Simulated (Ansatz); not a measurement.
Basis-set extrapolation for BH7OSi2 (`B[SiH](O)[SiH3]`) (PBE0-D4/def2-TZVP geometry, frozen core, Ansatz 0.2.0). Multiplicity 1, RHF reference.

```
                      def2-TZVPP   def2-QZVPP
                 HF  -681.557217  -681.580305
    MP2 correlation    -0.590682    -0.635613
CCSD(T) correlation    -0.670965      not run
```

Energies in hartree. Use E(X) = E(∞) + A·exp(−7.88·√X) for Hartree–Fock and E(X) = E(∞) + B·X^(−2.97) for correlation, with X = 3 and 4, and add CCSD(T) minus MP2 of the smaller set to the MP2 limit.

**Question.** What is the CCSD(T) energy at the basis-set limit?

**Answer.** HF limit: -681.580305 + (-0.023088) × 0.13774 = -681.58349. MP2 limit: -0.635613 + (-0.044931) × 0.74074 = -0.66890. Higher-order term: -0.670965 − (-0.590682) = -0.08028. Total: -682.33267 hartree, 274.3 kJ/mol below CCSD(T)/def2-TZVPP.
